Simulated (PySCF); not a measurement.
Species: BrH6NSi2.
Cartesian coordinates in Å at the PBE0-D3(BJ)/def2-SVP level; atoms count from 1:
```
atom  x, y, z in Å
N1    -1.5375    0.4131   -0.6844
Si2   -0.6557   -0.6064    0.4037
Si3    1.5944   -0.0920    0.0019
Br4    1.7222    2.1495    0.1658
H5    -2.5440    0.3135   -0.7649
H6    -1.2702    1.3920   -0.7301
H7    -0.8992   -0.4200    1.8756
H8    -0.9543   -2.0371    0.0869
H9     2.0511   -0.4589   -1.3712
H10    2.5454   -0.6699    0.9976
```

Theory: MP2 and CCSD/aug-cc-pVDZ in PySCF, restricted Hartree–Fock reference, frozen core, non-relativistic, gas phase, PBE0-D3(BJ)/def2-SVP geometry.

E(HF) = -3208.27321 Eh.

Q: How large is the problem?

A: 167 basis functions and 76 electrons; 20 orbitals frozen, which leaves o = 18 correlated occupied and v = 129 virtual orbitals. That is o·v = 2322 singles and o·v(o·v + 1)/2 = 2697003 distinct closed-shell doubles amplitudes before symmetry; the costliest CCSD step grows as o²v⁴ = 9.0 × 10^10.

Q: What are the MP2 and CCSD correlation energies?

A: MP2 -0.5328 Eh and CCSD -0.5888 Eh, which gives totals of -3208.80606 and -3208.86206 Eh. That is 0.445 eV for each correlated electron at CCSD (1546 kJ/mol in all, 0.018 % of the total energy); MP2 gives 90.5 % of the CCSD value.

Q: What is the T1 diagnostic?

A: 0.0102, below the customary warning level of 0.02. It is the norm of the spatial-orbital singles amplitudes over the root of the number of correlated electrons, so the norm is 0.061.

Q: How does correlation change the dipole moment?

A: HF gives 1.78 D and CCSD (unrelaxed density) 1.57 D, a change of -0.21 D; the two vectors are 6° apart.

Connected triples and the basis-set limit are missing.

The job also held the EOM ionisation roots. On an Intel Xeon Platinum 8488C with one thread, no GPU, on a shared host, this took 4.1 min and 3.0 GiB of memory at its peak.

One conformer stands for the species.
